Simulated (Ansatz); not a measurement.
Geometry optimisation, RKS PBE-D4/6-31G* in Ansatz 0.2.0.

Input file:

```yaml
crystal:
  periodic: [false, false, false]
  atoms:
    - { symbol: Al, position_ang: [0.161547, 0.458613, -0.312137] }
    - { symbol: O, position_ang: [-0.053595, 0.127151, 2.629331] }
    - { symbol: Si, position_ang: [-1.466767, -0.510616, 3.298949] }
    - { symbol: H, position_ang: [-2.331681, -1.176489, 2.265719] }
    - { symbol: H, position_ang: [-1.047721, -1.52841, 4.31442] }
    - { symbol: H, position_ang: [-2.280069, 0.562389, 3.969857] }
    - { symbol: O, position_ang: [1.697535, -0.075604, -0.901529] }
    - { symbol: H, position_ang: [1.766567, -0.977407, -1.263011] }
    - { symbol: H, position_ang: [-1.235207, -0.251549, -0.568965] }
    - { symbol: O, position_ang: [0.153719, 2.068993, 0.410715] }
    - { symbol: H, position_ang: [1.027933, 2.505028, 0.420817] }
    - { symbol: H, position_ang: [-0.11936, 1.082701, 2.363335] }
basis:
  gaussian: { orbitals: "6-31G*" }
hamiltonian:
  xc: pbe
  dispersion: d4
relax:
  f_tol: 0.03
  max_steps: 50
```

Launched with:

```bash
$ ansatz run input.yaml --threads 2 --pin off --max-ram 3072MiB --backend cpu --events-out ev --progress --plain --runs-dir out
```

Where does it end, and by what steps?

It converged. After 8 steps the energy has fallen by 0.518 eV; O2 moved furthest, 0.53 Å. Joined: Al1–O2 (2.97 → 2.01 Å).

```json
{"step": "0", "energy less start (eV)": "0.0000", "largest force component (eV/Å)": "0.504", "accepted": "yes"}
{"step": "1", "energy less start (eV)": "-0.1832", "largest force component (eV/Å)": "0.400", "accepted": "yes"}
{"step": "2", "energy less start (eV)": "-0.3626", "largest force component (eV/Å)": "0.533", "accepted": "yes"}
{"step": "3", "energy less start (eV)": "-0.4132", "largest force component (eV/Å)": "1.508", "accepted": "yes"}
{"step": "4", "energy less start (eV)": "-0.4982", "largest force component (eV/Å)": "0.645", "accepted": "yes"}
{"step": "5", "energy less start (eV)": "-0.5110", "largest force component (eV/Å)": "0.189", "accepted": "yes"}
{"step": "6", "energy less start (eV)": "-0.4944", "largest force component (eV/Å)": "0.594", "accepted": "no"}
{"step": "7", "energy less start (eV)": "-0.5171", "largest force component (eV/Å)": "0.049", "accepted": "yes"}
{"step": "8", "energy less start (eV)": "-0.5179", "largest force component (eV/Å)": "0.027", "accepted": "yes"}
```

```xyz
12
Properties=species:S:1:pos:R:3
Al 0.046 0.374 0.125
O -0.114 0.107 2.107
Si -1.390 -0.520 3.067
H -2.370 -1.210 2.176
H -0.808 -1.485 4.049
H -2.031 0.628 3.780
O 1.596 -0.174 -0.440
H 1.616 -0.984 -0.978
H -1.323 -0.219 -0.455
O 0.111 2.078 0.675
H 0.911 2.571 0.416
H 0.029 1.119 2.106
```

Whether the end is a true minimum wasn't checked by a vibrational analysis.

Run time: 19 s on 2 threads of Arm Neoverse V2, with other jobs on the host, peak memory 0.14 GiB.
